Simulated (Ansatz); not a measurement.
A nudged elastic band was laid between two geometries of CH₄BCl₂N (9 atoms, charge 0, multiplicity 1).

Method: Ansatz, UKS PBE-D4/def2-SVP.

| Item | Value |
| --- | --- |
| movable images | 7 |
| climbing image | yes |
| spring | 5.0 eV/Å² |
| optimiser | quadratic models (default) |
| start path | through a guess of the saddle point |
| force threshold | 0.05 eV/Å |
| iteration limit | 60 |
| end points | relaxed |

First end point:

```xyz
9
Properties=species:S:1:pos:R:3
N -0.995 0.162 0.841
C 0.348 -0.424 0.579
B 0.635 0.042 -0.889
Cl 0.029 -0.888 -2.271
Cl 1.370 1.622 -1.214
H -0.972 1.186 0.739
H -1.683 -0.189 0.163
H 1.064 -0.034 1.329
H 0.292 -1.523 0.707
```

Last end point:

```xyz
9
Properties=species:S:1:pos:R:3
N -0.766 -0.393 0.772
C 0.512 0.249 0.413
B 0.794 0.386 -1.011
Cl -0.483 -0.261 -2.186
Cl 2.251 1.117 -1.729
H -1.436 0.203 1.298
H -1.210 -0.620 -0.157
H 1.115 0.555 1.278
H -0.688 -1.284 1.304
```

**Question.** Which bonds break or form, and what moves?

**Answer.** Bonds broken: C2–H9. Bonds formed: N1–H9.

**Question.** Give the energies along the band, and the barrier.

**Answer.** The forces met the threshold. The highest image is number 6 of 0 to 8, 2.18 eV above the first end and 1.26 eV above the last; the last end lies 0.92 eV above the first. The profile has 2 maxima (images 2, 6) with wells between them (image 3): this band takes more than one step, which may be the mechanism or a detour left from its start path. Neighbouring images differ by up to 1.7 eV, so the band resolves the path poorly. A vibrational analysis at the climbing image gives one clearly imaginary mode, 1446i cm⁻¹: a first-order saddle point. The orbitals stay closed-shell, which can raise the energy where a bond breaks towards radicals; this wasn't checked here.

```
image  path coordinate (Å)  energy (eV)  C2–H9 (Å)  N1–H9 (Å)
    0                 0.00         0.00       1.11       2.12
    1                 0.72         0.03       1.11       2.12
    2                 1.44         0.05       1.12       2.12
    3                 2.16         0.02       1.12       2.11
    4                 2.88         0.05       1.12       2.13
    5                 3.60         0.49       1.11       1.88
    6                 4.32         2.18       1.35       1.20
    7                 5.01         1.09       2.01       1.03
    8                 5.71         0.92       2.14       1.04
```

**Question.** What is the geometry of the highest image?

**Answer.** 
```xyz
9
Properties=species:S:1:pos:R:3:forces:R:3
N -0.997 -0.363 0.786 0.00 0.00 -0.04
C 0.397 0.235 0.417 -0.02 -0.01 0.01
B 0.800 0.264 -1.008 -0.01 -0.02 -0.01
Cl -0.356 -0.362 -2.255 0.01 0.01 0.01
Cl 2.392 0.834 -1.551 0.00 0.01 0.00
H -1.468 0.078 1.584 0.02 0.00 0.00
H -1.573 -0.447 -0.065 -0.01 0.01 0.01
H 0.876 0.722 1.275 0.00 0.01 0.00
H 0.018 -1.007 0.800 0.01 0.00 0.02
```

Run time: 3 min on 2 threads of Intel(R) Xeon(R) 6975P-C (Granite Rapids) (shared host), peak memory 0.21 GiB.
